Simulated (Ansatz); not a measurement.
```xyz
2

B     0.0000    0.0000   -0.1920
H     0.0000    0.0000    0.9601
```

Basis set: cc-pVDZ (spherical functions). Correlated methods keep 1 orbital frozen. Charge 0, multiplicity 1.

Computed with Ansatz (development build ahead of 0.2.0); each method stands on the lowest determinant of its kind that the runs found. Restricted open shells among the atoms or ions are ROHF, correlated in semicanonical orbitals with singles.

(1) Give the atomization energy at this shape (free ground-state atoms in the same class of orbitals less the molecule, no zero-point energy) of singlet BH by RHF-MP2, RHF.

Results:

(1)

```
 method  atomization energy
RHF-MP2      73.12 kcal/mol
    RHF      60.45 kcal/mol
```
